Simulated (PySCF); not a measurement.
IK, charge +1, doublet, geometry from GFN2-xTB (such geometries of metal compounds can be far from the true shape) (a state made from the parent by changing its charge; the spin is typed, not shown lowest) (all electrons, no relativity), with bond 2-1 at 1.4 times its length; CASSCF(9,9)/STO-3G run with PySCF.

Input for PySCF:
```python
from pyscf import gto, scf, mcscf
import numpy

mol = gto.Mole()
mol.atom = '''
    K    -0.00000000   -0.00000000   -2.72905112
    I     0.00000000    0.00000000    2.46129516
'''
mol.basis = 'sto-3g'
mol.charge = 1
mol.spin = 1
mol.verbose = 4
mol.build()

mf = scf.ROHF(mol)
mf.kernel()
mc = mcscf.CASSCF(mf, 9, 9)
mc.fix_spin_(ss=0.75)
mc.kernel()
occ = numpy.linalg.eigvalsh(mc.fcisolver.make_rdm1(mc.ci, mc.ncas, mc.nelecas))[::-1]
ss = mc.fcisolver.spin_square(mc.ci, mc.ncas, mc.nelecas)[0]
print('natural occupations', occ.round(4), ' <S^2>', round(ss, 4))
```

**Question.** What does PySCF print? Leave out banner, timings and long lists.

**Answer.** 
```
PySCF version 2.14.0

[INPUT] verbose = 4
[INPUT] num. atoms = 2
[INPUT] num. electrons = 71
[INPUT] charge = 1
[INPUT] spin (= nelec alpha-beta = 2S) = 1
[INPUT] symmetry False subgroup None
[INPUT] Mole.unit = angstrom
[INPUT] Symbol           X                Y                Z      unit          X                Y                Z       unit  Magmom
[...]
nuclear repulsion = 102.66780338911
number of shells = 18
number of NR pGTOs = 120
number of NR cGTOs = 40
basis = sto-3g
ecp = {}

******** <class 'pyscf.scf.rohf.ROHF'> ********
method = ROHF
initial guess = minao
damping factor = 0
level_shift factor = 0
DIIS = <class 'pyscf.scf.diis.CDIIS'>
diis_start_cycle = 1
diis_space = 8
diis_damp = 0
SCF conv_tol = 1e-09
SCF conv_tol_grad = None
SCF max_cycles = 50
direct_scf = True
direct_scf_tol = 1e-13
num. doubly occ = 35  num. singly occ = 1
Set gradient conv threshold to 3.16228e-05
init E= -7420.9276358187
[...]
cycle= 1 E= -7443.68606261561  delta_E= -22.8  |g|= 0.0707  |ddm|= 1.38
[...]
cycle= 2 E= -7443.68749341234  delta_E= -0.00143  |g|= 0.0061  |ddm|= 0.0625
[...]
cycle= 3 E= -7443.6875102082  delta_E= -1.68e-05  |g|= 0.00104  |ddm|= 0.00909
[...]
cycle= 4 E= -7443.68751134557  delta_E= -1.14e-06  |g|= 0.000227  |ddm|= 0.00292
[...]
cycle= 5 E= -7443.6875114212  delta_E= -7.56e-08  |g|= 2.27e-05  |ddm|= 0.00095
[...]
cycle= 6 E= -7443.68751142207  delta_E= -8.64e-10  |g|= 3.87e-06  |ddm|= 0.000111
[...]
Extra cycle  E= -7443.68751142209  delta_E= -1.91e-11  |g|= 1.21e-06  |ddm|= 1.93e-05
converged SCF energy = -7443.68751142209

******** <class 'pyscf.mcscf.mc1step.CASSCF'> ********
CAS (5e+4e, 9o), ncore = 31, nvir = 0
max_cycle_macro = 50
max_cycle_micro = 4
conv_tol = 1e-07
conv_tol_grad = None
orbital rotation max_stepsize = 0.02
orbital rotation threshold for CI restart = 0.01
augmented hessian ah_max_cycle = 30
augmented hessian ah_conv_tol = 1e-12
augmented hessian ah_linear dependence = 1e-14
augmented hessian ah_level shift = 1e-08
augmented hessian ah_start_tol = 2.5
augmented hessian ah_start_cycle = 3
augmented hessian ah_grad_trust_region = 3
kf_trust_region = 3
kf_interval = 4
ci_response_space = 4
ci_grad_trust_region = 3
with_dep4 0
natorb = False
canonicalization = True
sorting_mo_energy = False
ao2mo_level = 2
internal_rotation = False
******** <class 'pyscf.fci.addons.SpinPenaltyFCISolver'> ********
max. cycles = 50
conv_tol = 1e-08
davidson only = True
linear dependence = 1e-12
level shift = 0.001
max iter space = 12
nroots = 1
pspace_size = 400
spin = None
CASCI E = -7443.68876493338  S^2 = 0.7500000
Set conv_tol_grad to 0.000316228
macro iter   1 ( 12 JK    3 micro), CASSCF E = -7443.68885950973  dE = -9.45763504e-05  S^2 = 0.7500000
               |grad[o]|=0.00114  |grad[c]|=0.00592  |ddm|=0.00182  |maxRot[o]|=0.149
macro iter   2 (  7 JK    2 micro), CASSCF E = -7443.68898107675  dE = -1.21567015e-04  S^2 = 0.7500000
               |grad[o]|=0.00102  |grad[c]|=0.00106  |ddm|=0.00246  |maxRot[o]|=0.0699
macro iter   3 (  7 JK    2 micro), CASSCF E = -7443.68913617512  dE = -1.55098371e-04  S^2 = 0.7500000
               |grad[o]|=0.00121  |grad[c]|=0.00121  |ddm|=0.00327  |maxRot[o]|=0.0699
macro iter   4 (  7 JK    2 micro), CASSCF E = -7443.68932552308  dE = -1.89347964e-04  S^2 = 0.7500000
               |grad[o]|=0.0015  |grad[c]|=0.00239  |ddm|=0.00383  |maxRot[o]|=0.0699
macro iter   5 (  7 JK    2 micro), CASSCF E = -7443.68954850693  dE = -2.22983847e-04  S^2 = 0.7500000
               |grad[o]|=0.0018  |grad[c]|=0.00377  |ddm|=0.00424  |maxRot[o]|=0.0699
macro iter   6 (  7 JK    2 micro), CASSCF E = -7443.68980378877  dE = -2.55281845e-04  S^2 = 0.7500000
               |grad[o]|=0.00208  |grad[c]|=0.00526  |ddm|=0.00459  |maxRot[o]|=0.0699
macro iter   7 (  7 JK    2 micro), CASSCF E = -7443.69008944525  dE = -2.85656474e-04  S^2 = 0.7500000
               |grad[o]|=0.00232  |grad[c]|=0.00683  |ddm|=0.00473  |maxRot[o]|=0.0699
[...]
macro iter  30 ( 21 JK    4 micro), CASSCF E = -7443.69966535920  dE = -3.61963468e-04  S^2 = 0.7500000
               |grad[o]|=0.00599  |grad[c]|=0.00453  |ddm|=0.00174  |maxRot[o]|=0.0698
macro iter  31 ( 21 JK    4 micro), CASSCF E = -7443.69994028585  dE = -2.74926650e-04  S^2 = 0.7500000
               |grad[o]|=0.00377  |grad[c]|=0.00313  |ddm|=0.00146  |maxRot[o]|=0.0514
macro iter  32 ( 21 JK    4 micro), CASSCF E = -7443.70011075575  dE = -1.70469891e-04  S^2 = 0.7500000
               |grad[o]|=0.0039  |grad[c]|=0.00403  |ddm|=0.00155  |maxRot[o]|=0.0459
macro iter  33 ( 21 JK    4 micro), CASSCF E = -7443.70024008210  dE = -1.29326357e-04  S^2 = 0.7500000
               |grad[o]|=0.00368  |grad[c]|=0.00429  |ddm|=0.00136  |maxRot[o]|=0.0443
macro iter  34 ( 21 JK    4 micro), CASSCF E = -7443.70034428399  dE = -1.04201884e-04  S^2 = 0.7500000
               |grad[o]|=0.00307  |grad[c]|=0.00431  |ddm|=0.0011  |maxRot[o]|=0.0382
macro iter  35 ( 21 JK    4 micro), CASSCF E = -7443.70042838045  dE = -8.40964685e-05  S^2 = 0.7500000
               |grad[o]|=0.00262  |grad[c]|=0.00358  |ddm|=0.000844  |maxRot[o]|=0.032
macro iter  36 ( 21 JK    4 micro), CASSCF E = -7443.70049959484  dE = -7.12143838e-05  S^2 = 0.7500000
               |grad[o]|=0.00221  |grad[c]|=0.00274  |ddm|=0.000632  |maxRot[o]|=0.0271
macro iter  37 ( 21 JK    4 micro), CASSCF E = -7443.70056017490  dE = -6.05800578e-05  S^2 = 0.7500000
               |grad[o]|=0.00199  |grad[c]|=0.00208  |ddm|=0.000496  |maxRot[o]|=0.023
macro iter  38 ( 21 JK    4 micro), CASSCF E = -7443.70061015369  dE = -4.99787948e-05  S^2 = 0.7500000
               |grad[o]|=0.00179  |grad[c]|=0.00153  |ddm|=0.000409  |maxRot[o]|=0.0195
macro iter  39 ( 21 JK    4 micro), CASSCF E = -7443.70064916647  dE = -3.90127834e-05  S^2 = 0.7500000
               |grad[o]|=0.00159  |grad[c]|=0.0011  |ddm|=0.000344  |maxRot[o]|=0.0168
macro iter  40 ( 21 JK    4 micro), CASSCF E = -7443.70067718370  dE = -2.80172226e-05  S^2 = 0.7500000
               |grad[o]|=0.00138  |grad[c]|=0.000795  |ddm|=0.000299  |maxRot[o]|=0.0146
macro iter  41 (  7 JK    2 micro), CASSCF E = -7443.70075393168  dE = -7.67479805e-05  S^2 = 0.7500000
               |grad[o]|=0.00114  |grad[c]|=0.000301  |ddm|=0.000287  |maxRot[o]|=0.0699
macro iter  42 ( 21 JK    4 micro), CASSCF E = -7443.70076546754  dE = -1.15358653e-05  S^2 = 0.7500000
               |grad[o]|=0.00104  |grad[c]|=0.000633  |ddm|=0.000249  |maxRot[o]|=0.0138
macro iter  43 ( 17 JK    4 micro), CASSCF E = -7443.70081131080  dE = -4.58432560e-05  S^2 = 0.7500000
               |grad[o]|=0.000941  |grad[c]|=0.0006  |ddm|=0.000213  |maxRot[o]|=0.0699
macro iter  44 (  7 JK    2 micro), CASSCF E = -7443.70083421908  dE = -2.29082852e-05  S^2 = 0.7500000
               |grad[o]|=0.000354  |grad[c]|=0.000709  |ddm|=0.000164  |maxRot[o]|=0.0699
macro iter  45 ( 15 JK    4 micro), CASSCF E = -7443.70079553466  dE =  3.86844276e-05  S^2 = 0.7500000
               |grad[o]|=0.000185  |grad[c]|=0.00205  |ddm|=0.000339  |maxRot[o]|= 0.11
macro iter  46 ( 22 JK    4 micro), CASSCF E = -7443.70081384680  dE = -1.83121401e-05  S^2 = 0.7500000
               |grad[o]|=0.000349  |grad[c]|=0.000131  |ddm|=7.42e-05  |maxRot[o]|=0.0384
macro iter  47 ( 21 JK    4 micro), CASSCF E = -7443.70081376065  dE =  8.61418812e-08  S^2 = 0.7500000
               |grad[o]|=0.000223  |grad[c]|=0.000328  |ddm|=0.000113  |maxRot[o]|=0.00129
1-step CASSCF converged in  47 macro (647 JK 142 micro) steps
CASSCF canonicalization
Density matrix diagonal elements [1.99647816e+00 1.99647193e+00 1.99877833e+00 1.99650564e+00
 1.00000001e+00 1.32153167e-03 3.49439614e-03 3.46062245e-03
 3.48938051e-03]
CASSCF energy = -7443.70081376065
CASCI E = -7443.70081376065  E(CI) = -28.8397087035091  S^2 = 0.7500000
natural occupations [1.9988e+00 1.9965e+00 1.9965e+00 1.9965e+00 1.0000e+00 3.4000e-03
 3.4000e-03 3.4000e-03 1.3000e-03]  <S^2> 0.75
```
